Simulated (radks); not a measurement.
Results of a calculation; reference values are marked as such.
Ionisation of the ytterbium ion Yb44+, [Ar] 3d8, to Yb45+, [Ar] 3d7, under several functionals. Scalar-relativistic Kohn-Sham, spin-polarised, spherical densities, finite nucleus; open shells are filled with parallel spins first (spin-orbit coupling, left out, can overturn this in heavy ions); a radial shooting solver on a logarithmic mesh with Libxc functionals.

\begin{tabular}{lrrrrrr}
functional & E(Yb44+) (hartree) & Exc (hartree) & IE (eV) & -e(HOMO) (eV) & <r> HOMO (bohr) & IE error (eV) \\ \hline
exchange-only B88 & -12639.1250 & -208.1006 & 3697.0 & 3639.5 & 0.1868 & +20.0 \\
AM05 & -12631.3645 & -200.3575 & 3698.5 & 3640.9 & 0.1868 & +21.5 \\
HCTH/407 & -12643.5745 & -212.6935 & 3707.8 & 3650.5 & 0.1865 & +30.8 \\
RPBE & -12640.1693 & -209.1587 & 3698.8 & 3641.3 & 0.1868 & +21.8 \\
PBEsol & -12635.3068 & -204.2908 & 3698.5 & 3640.9 & 0.1868 & +21.5 \\
BP86 & -12641.1427 & -210.1282 & 3699.5 & 3641.9 & 0.1868 & +22.5 \\
SOGGA & -12635.0120 & -203.9947 & 3698.2 & 3640.7 & 0.1868 & +21.2 \\
LDA (Slater exchange, VWN5 correlation) & -12630.4028 & -199.3816 & 3698.8 & 3641.2 & 0.1868 & +21.8 \\
MS2 meta-GGA & -12639.6483 & -208.1923 & 3697.7 & 3640.8 & 0.1870 & +20.7 \\
\end{tabular}

NIST Atomic Spectra Database: 3677 eV (theoretical). Closest: exchange-only B88. The Delta-SCF values span 10.81 eV, the total energies 13.17 hartree. The highest occupied level is 3d. Open shells are spherical and high-spin; term and fine-structure splittings are not resolved. Spin-orbit splitting is averaged out at the scalar-relativistic level.
